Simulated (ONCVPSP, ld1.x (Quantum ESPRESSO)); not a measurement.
# Pseudopotentials across the periodic table

Generated with ld1.x 7.5 (TM, RRKJ, ultrasoft, PAW), atompaw 4.2 or ONCVPSP 4.0.1. The cutoff is in Ry: for ld1.x and atompaw files where the sum of valence levels is converged to 10 mRy in a Bessel basis, for ONCV files where the hardest occupied wave has 1 mHa per electron of residual kinetic energy. The error is the largest all-electron minus pseudo excitation energy over each file’s own four to seven test configurations (ionisations up to +4, promotions, holes and added fractions of an electron), all of which were solved. The labels leave out finer settings (local radius, basis sizes, second energies), which also bear on the numbers. Spin-polarised tests are not counted. The rows are a selection from randomly drawn settings: files with unsolved tests, undetermined cutoffs or missed reference levels are left out.

A true bound ghost makes a file unfit for plane-wave use even where its test errors are small: the radial tests pick states by their node count and pass the ghost by.

| element | potential | cutoff (Ry) | largest error (meV) | bound ghosts |
| --- | --- | --- | --- | --- |
| Mg | ONCV, PBEsol, scalar-relativistic, rc 2.60/3.05/2.90 (spd), local s, core correction no, reference 3s1 3p1, qcut 3.3/2.7/3.5, projectors 0/3/1 | 7 | +33 | none |
| Ar | ONCV, PBE, scalar-relativistic, rc 0.70/0.80/0.70 (spd), local smoothed, core correction yes, reference 2s2 2p6 3s2 3p6, qcut 21.8/14.6/14.1, projectors 2/3/3 | 248 | +2000 | none |
| Ar | ONCV, PBE, scalar-relativistic, rc 1.20/1.15/1.30 (spd), local smoothed, core correction no, reference 3s2 3p4.5, qcut 6.1/5.7/6.9, projectors 3/2/2 | 39 | +16 | s |
| Ga | ONCV, revPBE, fully relativistic, rc 1.90/2.50/1.35 (spd), local smoothed, core correction no, reference 3d10 4s1.75 4p1.25, qcut 3.4/2.8/9.2, projectors 2/1/2 | 134 | +27 | none |
| Se | PAW, PBEsol, scalar-relativistic, rc 1.68/1.65 (sp), local smoothed, core correction yes, reference 4s2 4p4 | 10 | -103 | none |
| Lu | ONCV, PBEsol, non-relativistic, rc 2.15/1.60/3.10/1.15 (spdf), local f, core correction yes, reference 4f14 5s2 5p6 5d1 6s1.75, qcut 5.1/5.3/5.9/12.6, projectors 2/3/1/0 | 561 | -129 | s |
| Pt | ONCV, PBEsol, scalar-relativistic, rc 1.55/1.30/1.50 (spd), local smoothed, core correction yes, reference 5s2 5p6 5d9 6s0.75, qcut 5.8/5.1/6.5, projectors 2/2/2 | 222 | -6.2 | none |

Question: Fill in the row for Mo: TM, LDA (PZ), scalar-relativistic, rc 3.05/1.95/2.20 (spd), local s, core correction yes, reference 4p6 4d5 5s1 5p0.

Answer: cutoff 35 Ry, largest error -490 meV, bound ghosts: none.

Question: Fill in the row for Tb: ONCV, PBE, scalar-relativistic, rc 2.25/2.55/2.15 (spd), local smoothed, core correction yes, reference 5s2 5p6 5d1 6s1, qcut 6.6/5.9/4.4, projectors 3/2/2.

Answer: cutoff 25 Ry, largest error -101 meV, bound ghosts: none.
